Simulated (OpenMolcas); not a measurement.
**Os5+: moving or changing the point charges**

Os5+ among 4 point charges of -1 e arranged as a square (D4h), 1.95 Å from the ion.
```
   1.9500    0.0000    0.0000  -1.00
   0.0000    1.9500    0.0000  -1.00
  -1.9500    0.0000    0.0000  -1.00
   0.0000   -1.9500    0.0000  -1.00
```

```yaml
Program: OpenMolcas
Method: CASSCF
Basis: ANO-RCC-VDZP [7s6p4d2f1g]
Scalar_Hamiltonian: DKH2, point nucleus
Active_space: 3 electrons in 5 orbitals (5d)
State_averaging: 2S+1 = 4 even, 10 roots; 2S+1 = 2 even, 40 roots
Spin-orbit_coupling: state interaction with AMFI integrals over the reference wave functions
```

Runs around this geometry, states (labels of D4, the rotations of D4h). Energies in cm-1 above the lowest state or level, χT in cm3 K/mol.

```
R (Å)  q (e)  Ground state  First state of that spin  First gap with spin-orbit (degeneracies)  χT at 300 K  First state of another spin
 1.95   -0.5           4B1                  4E 144.4                               1816 (2, 2)        0.085                    2A1 15099
 1.85     -1           4A2                  4E 798.8                               3266 (2, 2)        0.093                    2A2 13808
 1.95     -1            4E                  4A2 83.0                               3041 (2, 2)        0.089                    2A2 13983
 2.16     -1            4E                 4B1 481.2                               2508 (2, 2)        0.083                     2E 14883
```

The ground state changes within this set.

Without dynamic correlation the repulsion within the d shell is too large (B by tens of per cent), so at a given field states of lower spin stand too high. Spin-orbit coupling mixes the spin-free states strongly: the lowest level takes only 47 % from its leading state, 4E, which lies 144 cm-1 above the lowest spin-free state (figures for R = 1.95, q = -0.5; the like holds for R = 1.85, q = -1, R = 1.95, q = -1, R = 2.16, q = -1). The ground term spreads over less than 5000 cm-1, several times less than with real ligands, so orbital moments are less quenched and χT lies further from the spin-only value than at real sites (holds for R = 1.95, q = -0.5; R = 2.16, q = -1). Point charges carry no covalency, so the field is a model and not that of real ligands. No measured value stands beside these numbers.
